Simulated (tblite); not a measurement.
C3H7NSSi (charge +1 and doublet state).
Atom-mapped SMILES: `[CH3:1][CH2:2][Si@H:3]([SH+:4])[C:5]#[N:6]` (hydrogens: H7, H8, H9 on C1; H10, H11 on C2; H12 on Si3; H13 on S4)
Bond orders are those of one Lewis drawing.

Computed with GFN2-xTB (tblite), gas phase: L-BFGS steps from a force-field or distance-geometry start until the largest atomic force falls under 0.01 eV/Å.

Geometry at step 102:
```
atom  x, y, z in Å
C1     -1.7797   -0.5879    0.1192
C2     -0.7504    0.3018   -0.5321
Si3     0.9373    0.3589    0.4281
S4      2.2921    1.5122   -0.8439
C5      1.6231   -1.3841    0.2483
N6      2.0643   -2.4310    0.1430
H7     -2.0440   -0.2758    1.1262
H8     -2.6954   -0.5326   -0.4805
H9     -1.4726   -1.6311    0.1279
H10    -1.1106    1.3327   -0.5767
H11    -0.5462   -0.0386   -1.5531
H12     0.9663    0.8382    1.7999
H13     2.5114    2.5376   -0.0240
```

Question: Give the atomic forces at this geometry.

Answer: 
```json
{"atom": "C1", "Fx (eV/Å)": "-0.001", "Fy (eV/Å)": "-0.031", "Fz (eV/Å)": "-0.052"}
{"atom": "C2", "Fx (eV/Å)": "-0.048", "Fy (eV/Å)": "0.011", "Fz (eV/Å)": "-0.026"}
{"atom": "Si3", "Fx (eV/Å)": "-0.016", "Fy (eV/Å)": "-0.036", "Fz (eV/Å)": "0.022"}
{"atom": "S4", "Fx (eV/Å)": "0.025", "Fy (eV/Å)": "-0.010", "Fz (eV/Å)": "-0.019"}
{"atom": "C5", "Fx (eV/Å)": "0.052", "Fy (eV/Å)": "-0.128", "Fz (eV/Å)": "-0.049"}
{"atom": "N6", "Fx (eV/Å)": "-0.082", "Fy (eV/Å)": "0.142", "Fz (eV/Å)": "0.038"}
{"atom": "H7", "Fx (eV/Å)": "0.036", "Fy (eV/Å)": "0.031", "Fz (eV/Å)": "0.005"}
{"atom": "H8", "Fx (eV/Å)": "0.009", "Fy (eV/Å)": "-0.017", "Fz (eV/Å)": "0.022"}
{"atom": "H9", "Fx (eV/Å)": "-0.014", "Fy (eV/Å)": "-0.025", "Fz (eV/Å)": "0.019"}
{"atom": "H10", "Fx (eV/Å)": "-0.005", "Fy (eV/Å)": "0.008", "Fz (eV/Å)": "0.001"}
{"atom": "H11", "Fx (eV/Å)": "0.030", "Fy (eV/Å)": "0.018", "Fz (eV/Å)": "0.044"}
{"atom": "H12", "Fx (eV/Å)": "0.005", "Fy (eV/Å)": "-0.002", "Fz (eV/Å)": "-0.029"}
{"atom": "H13", "Fx (eV/Å)": "0.009", "Fy (eV/Å)": "0.040", "Fz (eV/Å)": "0.026"}
```

The largest, 0.17 eV/Å, acts on N6; the rms over all components is 0.043 eV/Å. The forces sum to zero within rounding, as they must for an isolated molecule in no field.

Question: Give the force on N6 in Eh/bohr and in nN.

Answer: 0.168 eV/Å ÷ 51.422 = 0.00327 Eh/bohr, and 0.168 eV/Å × 1.602 = 0.27 nN.

Question: How far is this geometry from the end of the optimisation?

Answer: 0.004 eV above it, and 0.044 Å rms away after alignment. The bonds farthest from their final lengths, with half the difference of the two atoms' forces along the bond (positive lengthens):

```json
{"bond": "S4–H13", "now (Å)": "1.331", "final (Å)": "1.334", "force along bond (eV/Å)": "+0.03"}
{"bond": "C2–Si3", "now (Å)": "1.943", "final (Å)": "1.945", "force along bond (eV/Å)": "+0.03"}
```

The angle farthest from its final value is C2–Si3–C5, 104.0° against 102.5°.

What follows is the cost of the whole relaxation. On Arm Neoverse V1, one thread, no GPU (shared host), this took 0.78 s of wall time.
